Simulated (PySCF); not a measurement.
Electronic absorption of C5H12N2

C5H12N2.
Atom-mapped SMILES: `[CH3:1][C:2]([CH3:3])([CH3:4])/[CH:5]=[N:6]/[NH2:7]` (hydrogens: H8, H9, H10 on C1; H11, H12, H13 on C3; H14, H15, H16 on C4; H17 on C5; H18, H19 on N7)

Theory: TDDFT B3LYP/def2-SVPD, vertical, gas phase, core orbitals frozen in the response in PySCF 2.14.0, density-fitted response routines. Geometry: GFN2-xTB, one conformer, isolated molecule. Torsions of this conformer, `[CH3:1][C:2]([CH3:3])([CH3:4])/[CH:5]=[N:6]/[NH2:7]`: C1–C2–C5–N6 124°, H–N7–N6–C5 18°, H–N7–N6–C5 154°.

Problem. What does the calculation give for the low-lying excited states?

Solution. 

| state | E (eV) | ν̃ (cm⁻¹) | f | main configurations (H = HOMO, L = LUMO) |
| --- | --- | --- | --- | --- |
| S1 | 5.69 | 45890 | 0.085 | H→L (49%), H→L+1 (30%), H→L+2 (15%) |
| S2 | 5.93 | 47810 | 0.052 | H-1→L (46%), H→L+1 (32%), H→L (13%) |
| S3 | 6.09 | 49080 | 0.147 | H-1→L (46%), H→L (31%), H→L+1 (17%) |
| S4 | 6.26 | 50510 | 0.024 | H→L+2 (76%), H→L+1 (20%) |
| S5 | 6.74 | 54400 | 0.0063 | H→L+3 (88%) |
| S6 | 7.09 | 57200 | 0.041 | H-1→L+1 (85%), H-1→L+2 (11%) |
| S7 | 7.32 | 59060 | 0.0005 | H→L+4 (82%), H-1→L+2 (8%) |
| S8 | 7.37 | 59480 | 0.0011 | H→L+5 (83%) |

Triplets, Tamm–Dancoff:

```tsv
state	E (eV)	λ (nm)	main configurations (H = HOMO, L = LUMO)
T1	3.99	310.4	H→L (91%)
T2	5.09	243.4	H-1→L (93%)
T3	5.59	221.7	H→L+1 (52%), H→L+2 (43%)
```

The lowest singlet comes at 218 nm (549 kJ/mol) in the ultraviolet; it is of moderate strength; its leading configuration is HOMO→LUMO (49%). The most intense listed level is S3 at 6.09 eV (204 nm, f = 0.147), 0.40 eV above S1. Löwdin shares by element: HOMO nitrogen 61%, carbon 21% or more (atoms not listed hold the other 18%); LUMO nitrogen 40%, carbon 26% or more, hydrogen 8% or more (atoms not listed hold the other 26%). The listed states span 1.68 eV, and the widest gap between neighbours is 0.48 eV (S4 to S5). Weighted by f, the mean energy of these states is 6.11 eV. The oscillator strengths of these states sum to 0.357; summed over the whole spectrum of an exact calculation they would give the number of electrons, 56 (Thomas–Reiche–Kuhn). Only the lowest 8 singlets were computed, as vertical energies without vibronic structure.

Cost: about 1.9 min of CPU time on one thread; the machine was shared, so the figure is rough.
